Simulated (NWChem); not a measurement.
System meant: CdSiH4SO; SMILES [SiH3][O][Cd][SH]

NWChem input:

```
start job
memory heap 200 mb stack 900 mb global 1100 mb
geometry units angstroms noautoz
  Cd     0.495466     0.476284     0.545887
  S      0.736149     2.784465     0.385811
  H     -0.546484     2.975243     0.002153
  O      0.322365    -1.468432     0.763023
  Si     0.325338    -2.804922    -0.193994
  H     -0.780740    -2.775513    -1.210609
  H      0.145559    -4.029226     0.646151
  H      1.609334    -2.952211    -0.959987
end
basis spherical
  * library def2-svp
end
ecp
  Cd library def2-ecp
end
dft
  odft
  mult 2
  xc xpbe96 cpbe96
  iterations 150
  mulliken
end
task dft energy
```

End of the output:

```
 Summary of "ao basis" -> "" (spherical)
 ------------------------------------------------------------------------------
       Tag                 Description            Shells   Functions and Types
 ---------------- ------------------------------  ------  ---------------------
 *                          def2-svp                  on all atoms

 Summary of "ao basis" -> "ao basis" (spherical)
 ------------------------------------------------------------------------------
       Tag                 Description            Shells   Functions and Types
 ---------------- ------------------------------  ------  ---------------------
 Cd                         def2-svp                11       31   5s3p2d1f
 S                          def2-svp                 8       18   4s3p1d
 H                          def2-svp                 3        5   2s1p
 O                          def2-svp                 6       14   3s2p1d
 Si                         def2-svp                 8       18   4s3p1d

 Summary of "ao basis" -> "ao basis" (spherical)
 ------------------------------------------------------------------------------
       Tag                 Description            Shells   Functions and Types
 ---------------- ------------------------------  ------  ---------------------
 Cd                         def2-svp                11       31   5s3p2d1f
 S                          def2-svp                 8       18   4s3p1d
 H                          def2-svp                 3        5   2s1p
 O                          def2-svp                 6       14   3s2p1d
 Si                         def2-svp                 8       18   4s3p1d

  number of electrons :                   62
  multiplicity        :                    2
 ------------------------------------------------------------------------
  no. of electrons and multiplicity not compatible                  62
 ------------------------------------------------------------------------
 ------------------------------------------------------------------------
  current input line :
    26: task dft energy
 ------------------------------------------------------------------------
 ------------------------------------------------------------------------
 There is an error in the input file
 ------------------------------------------------------------------------
 For more information see the NWChem manual at https://nwchemgit.github.io

0: no. of electrons and multiplicity not compatible:Received an Error in Communication
```

Task: What is wrong, and how is it mended?

Result: The input was rejected before any calculation. Cause: the multiplicity doesn't fit the number of electrons (an even count wants an odd multiplicity, and the reverse). This input runs:
```
start job
memory heap 200 mb stack 900 mb global 1100 mb
geometry units angstroms noautoz
  Cd     0.495466     0.476284     0.545887
  S      0.736149     2.784465     0.385811
  H     -0.546484     2.975243     0.002153
  O      0.322365    -1.468432     0.763023
  Si     0.325338    -2.804922    -0.193994
  H     -0.780740    -2.775513    -1.210609
  H      0.145559    -4.029226     0.646151
  H      1.609334    -2.952211    -0.959987
end
basis spherical
  Cd library def2-svp
  S library def2-svp
  H library def2-svp
  O library def2-svp
  Si library def2-svp
end
ecp
  Cd library def2-ecp
end
dft
  xc xpbe96 cpbe96
  iterations 150
  mulliken
end
task dft energy
```
It converges to -932.41913 Ha (PBE/def2-SVP with def2 effective core potentials on Cd).
